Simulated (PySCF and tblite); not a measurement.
The numbers below are computed, except where a source is named.
5 regioisomers of C₆H₅ClF₃NOSi:

```tsv
isomer	SMILES
A	[O-:1][n+:2]1[cH:3][c:4]([SiH3:5])[cH:6][c:7]([C:8]([F:9])([F:10])[F:11])[c:12]1[Cl:13]
B	[O-:1][n+:2]1[cH:3][c:4]([SiH3:5])[c:6]([C:7]([F:8])([F:9])[F:10])[cH:11][c:12]1[Cl:13]
C	[O-:1][n+:2]1[cH:3][c:4]([SiH3:5])[cH:6][c:7]([Cl:8])[c:9]1[C:10]([F:11])([F:12])[F:13]
D	[O-:1][n+:2]1[c:3]([C:4]([F:5])([F:6])[F:7])[cH:8][cH:9][c:10]([Cl:11])[c:12]1[SiH3:13]
E	[O-:1][n+:2]1[cH:3][c:4]([C:5]([F:6])([F:7])[F:8])[cH:9][c:10]([SiH3:11])[c:12]1[Cl:13]
```

Protocol: conformer search, at most 3 conformers an isomer, GFN2-xTB geometries, energies PBE0/6-31G* (D3(BJ) added where defined), weights at 298.15 K with GFN2-xTB thermal terms. Programs: PySCF with density fitting and tblite.

Q: Rank the isomers by free energy at 298.15 K.

A: 
```csv
isomer,ΔG (kcal/mol),"ΔE, lowest conformer",conformers,largest weight %,rms dipole (D)
D,0.0,0.0,1,100,3.60
E,0.6,1.8,1,100,3.13
B,0.6,1.1,1,100,2.11
A,3.9,5.2,1,100,4.16
C,8.6,9.8,1,100,5.17
```

At least one structure keeps an imaginary mode at the tight-binding level.
